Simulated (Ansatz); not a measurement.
`C=C1C[SiH]1[SiH3]` + `[CH3][AlH][OH]` → `[CH3][AlH][O][SiH3]` + `C=C1C[SiH2]1` at 400 K and 1 bar (cleavage of the Si–Si bond).

Isolated molecules relaxed with PBE0-D4/def2-TZVP in Ansatz; ΔE leaves out vibrations. CBS: MP2 limit from def2 TZ/QZ plus the TZ coupled-cluster correction, frozen cores. One conformer a species, not always the lowest.

```csv
species,CCSD(T)/CBS energy (Eh),H − E (kJ/mol),S (J/(mol·K))
`C=C1C[SiH]1[SiH3]`,-697.04869,277.3,402.3
`[CH3][AlH][OH]`,-358.31021,173.0,332.2
`[CH3][AlH][O][SiH3]`,-648.63113,225.0,432.1
`C=C1C[SiH2]1`,-406.76452,220.7,326.4
```

H − E and S are ideal-gas, rigid-rotor, harmonic terms from PBE0-D4/def2-TZVP, for one conformer and one mirror image of each species. 1 Eh = 2625.50 kJ/mol, R = 8.31446 J/(mol·K).

By hand: ΔE, ΔH, ΔS and ΔG.

ΔE = (-648.63113) + (-406.76452) − (-697.04869) − (-358.31021) = -0.03675 Eh = -96.5 kJ/mol. Δ(H − E) = 225.0 + 220.7 − 277.3 − 173.0 = -4.6, so ΔH = -101.1 kJ/mol. ΔS = 432.1 + 326.4 − 402.3 − 332.2 = 24.0 J/(mol·K). ΔG = -101.1 − 400 × (24.0)/1000 = -110.7 kJ/mol.

By hand: the equilibrium constant, and the temperature at which ΔG would vanish if ΔH and ΔS stayed fixed.

log₁₀ K = −ΔG/(RT ln 10) = 14.5. ΔH and −TΔS have one sign here, so there is no such temperature.

ΔH outweighs TΔS. A doubt of 5 kJ/mol in ΔE shifts log₁₀ K by 0.7 here. Other conformers and mirror images would add mixing entropy, several J/(mol·K) or more a flexible species. Modes under 60 cm⁻¹, often nearly free rotors, make the harmonic entropy too high. These are equilibria of isolated gas molecules and say nothing of rates. Largest T1 diagnostic: 0.013 (customary marks: 0.02 for closed shells, 0.045 for open ones).
